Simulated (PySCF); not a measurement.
Run record: excited-state job, `C=C/C=C\B(C)C`.

Method: TDDFT wB97X-D/def2-SVPD, vertical, gas phase, core orbitals frozen in the response (PySCF 2.14.0, density-fitted response routines). Geometry: GFN2-xTB. A driver script takes a list of jobs; this job's settings line and coordinates (Å) are shown.

Command:
```bash
OMP_NUM_THREADS=1 python probes_run.py task.json out
```

Input:
```
{"job": {"kind": "uv", "xc": "wB97X-D", "basis": "def2-SVPD", "nstates": 8, "ntriplets": 3}, "charge": 0, "multiplicity": 1}
C      3.230677    -0.254940    -0.484849
C      1.914304    -0.167029    -0.311492
C      1.300806     0.093180     0.968667
C     -0.022057     0.188743     1.181373
B     -1.188579     0.101881     0.163528
C     -1.198195     0.891742    -1.205769
C     -2.468888    -0.735506     0.565933
H      3.669802    -0.445992    -1.449214
H      3.917933    -0.138648     0.338011
H      1.245935    -0.297830    -1.150041
H      1.994744     0.177287     1.798897
H     -0.321812     0.318954     2.218401
H     -2.143621     1.413108    -1.350023
H     -1.120749     0.190905    -2.037756
H     -0.395850     1.617632    -1.311678
H     -2.246823    -1.593343     1.197188
H     -3.131164    -0.090457     1.145233
H     -3.045221    -1.083361    -0.288065
```

Output:
```
coarse grid: 14424 points
cycle   1  E = -259.7332566490  dE =  8.199e-01  |g| = 3.609e-01  |ddm| = 7.041e+00
cycle   2  E = -259.7587571481  dE = -2.550e-02  |g| = 2.383e-01  |ddm| = 1.109e+00
cycle   3  E = -259.7731305336  dE = -1.437e-02  |g| = 4.067e-02  |ddm| = 5.269e-01
cycle   4  E = -259.7735226264  dE = -3.921e-04  |g| = 2.704e-02  |ddm| = 1.460e-01
cycle   5  E = -259.7737191445  dE = -1.965e-04  |g| = 2.411e-03  |ddm| = 6.332e-02
cycle   6  E = -259.7737224195  dE = -3.275e-06  |g| = 1.233e-03  |ddm| = 1.278e-02
final grid: 137552 points
cycle   7  E = -259.8161856279  dE = -1.099e-04  |g| = 4.654e-03  |ddm| = 2.255e-01
cycle   8  E = -259.8161895660  dE = -3.938e-06  |g| = 3.324e-03  |ddm| = 2.999e-02
cycle   9  E = -259.8161923021  dE = -2.736e-06  |g| = 3.718e-04  |ddm| = 6.686e-03
cycle  10  E = -259.8161923681  dE = -6.607e-08  |g| = 2.135e-04  |ddm| = 3.011e-03
cycle  11  E = -259.8161923807  dE = -1.263e-08  |g| = 4.107e-05  |ddm| = 5.602e-04
cycle  12  E = -259.8161923821  dE = -1.401e-09  |g| = 2.346e-05  |ddm| = 2.167e-04
cycle  13  E = -259.8161923824  dE = -2.474e-10  |g| = 5.696e-06  |ddm| = 9.410e-05
converged SCF energy = -259.8161923824

Static polarisability (au): isotropic 94.621, principal 65.846 80.862 137.154

Singlet excitations
state   eV       nm        f      main configurations
  1   4.8974    253.2   0.43080   H->L 0.90
  2   5.7390    216.0   0.00420   H-1->L 0.91
  3   6.2101    199.6   0.14206   H-2->L 0.66
  4   6.3676    194.7   0.14738   H->L+1 0.58, H->L+2 0.21, H-2->L 0.13
  5   6.8486    181.0   0.02453   H->L+2 0.54, H->L+1 0.19, H->L+3 0.17
  6   7.2132    171.9   0.00396   H-4->L 0.51, H-1->L+2 0.19, H-1->L+1 0.17
  7   7.3320    169.1   0.02467   H-3->L 0.38, H->L+4 0.23, H->L+5 0.10
  8   7.3981    167.6   0.00521   H-3->L 0.37, H->L+4 0.29, H->L+3 0.18

Triplet excitations (Tamm-Dancoff, eV): 3.0026 4.8165 5.3055
```

The SCF starts on a coarse grid where the log names one; the energy can jump when the final grid takes over, and dE then counts from the start density on the new grid. H and L stand for HOMO and LUMO; the number after each pair is its weight.

Q: Which computed singlet has the largest oscillator strength, and what do all of them sum to?

A: State 1 at 4.90 eV (253 nm), f = 0.431; the 8 states sum to 0.783.

Summary of the converged run: HOMO -8.47 eV, LUMO 0.26 eV; lowest singlet 4.90 eV; lowest triplet 3.00 eV (Tamm–Dancoff); mean polarisability 94.6 au.

Hardware: Arm Neoverse N1, one thread, on a shared host. Cost: 89 s wall, 0.96 GiB resident at most.

One conformer stands for the species.
Labels such as C1 count atoms from 1, the log's own numbers from 0.

Note: wB97X-D ran without an empirical dispersion term, which enters the total energy and its gradient alone.
